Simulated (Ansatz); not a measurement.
Start from `[CH3][AlH][N]=C=O` and change one atom or group to get `O=C=N[SiH3]`.

Ansatz, PBE0-D4/def2-TZVP geometries, multiplicity 1. Each molecule was computed in one conformer, which needn't be the lowest.

```csv
property,`[CH3][AlH][N]=C=O`
size of the dipole moment (ωB97M-V/def2-TZVPP) / D,2.64
LUMO energy (ωB97M-V/def2-TZVPP) / eV,0.34
size of the dipole moment (PBE/def2-TZVPP) / D,2.54
HOMO–LUMO gap (PBE0/def2-TZVPP) / eV,6.79
LUMO energy (PBE0/def2-TZVPP) / eV,-1.28
size of the dipole moment (B3LYP/def2-TZVPP) / D,2.66
```

**Question.** Give the same properties after the change, and the shifts. (Best estimate.)

**Answer.** Ansatz gave: 
| property | `O=C=N[SiH3]` | shift |
| --- | --- | --- |
| size of the dipole moment (ωB97M-V/def2-TZVPP) / D | 2.04 | -0.60 |
| LUMO energy (ωB97M-V/def2-TZVPP) / eV | 1.69 | 1.35 |
| size of the dipole moment (PBE/def2-TZVPP) / D | 1.98 | -0.56 |
| HOMO–LUMO gap (PBE0/def2-TZVPP) / eV | 8.81 | 2.02 |
| LUMO energy (PBE0/def2-TZVPP) / eV | 0.10 | 1.38 |
| size of the dipole moment (B3LYP/def2-TZVPP) / D | 2.10 | -0.56 |

With PBE0 the HOMO falls by 0.64 eV and the LUMO rises by 1.38 eV, so the gap widens by about 2.02 eV. PBE moves the HOMO by -0.57 eV and ωB97M-V by -0.67 eV. Dipoles are sizes alone; their direction can turn.

B3LYP here is the variant with VWN-RPA as its local correlation; programs differ in this.
